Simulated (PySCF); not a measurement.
Spin states and ions at one geometry of [AuCl2(H2O)2]−

PySCF 2.14.0, RKS r2SCAN, Au def2-SVP with ECP60, Cl def2-SVP, O def2-SVP, H def2-SVP; non-relativistic Hamiltonian with scalar-relativistic core potentials where named; density fitting; no spin-orbit coupling; singlets restricted, open shells unrestricted. The geometry is relaxed for charge -1, singlet, vacuum:

```xyz
9

Au    0.0000    0.0000    0.4754
Cl    1.6334    1.6334    0.4260
Cl   -1.6334   -1.6334    0.4260
O     1.6516   -1.6516   -1.6838
H     0.8079   -1.8638   -1.2537
H     1.8638   -0.8079   -1.2537
O    -1.6516    1.6516   -1.6838
H    -0.8079    1.8638   -1.2537
H    -1.8638    0.8079   -1.2537
```

Energies count from the relaxed state; an electron taken off or put on is at rest in vacuum. Charges and spins are Mulliken's.

```tsv
state	energy (eV)	spin squared	charge on Au1 (e)	spin on Au1 (e)	dipole about the centre of mass (D)
charge -1, singlet, vacuum	0.00	0.00	-0.19	0.00	2.34
charge -1, triplet, vacuum	4.52	2.00	-0.41	1.04	1.96
```

Q: What does the state charge 0, doublet, vacuum give?

A: energy (eV) 4.98, spin squared 0.75, charge on Au1 (e) 0.09, spin on Au1 (e) 0.24, dipole about the centre of mass (D) 2.28.

With an electron taken off (doublet) the charges change, summed by element, by Au +0.29 e, Cl +0.56 e, O +0.16 e, H +0.00 e. The vertical ionisation energy is 4.98 eV, against −ε(HOMO) = 2.00 eV of the relaxed state. The level lies 3.0 eV too high, as is usual for semilocal functionals and global hybrids, which keep a self-interaction error.

Open shells may have lower solutions than those found. Hard to converge, so the more doubtful: charge 0, doublet, vacuum. The basis has no diffuse functions, which an anion needs.

No frequency check is given that shows the relaxed geometry to be a minimum.
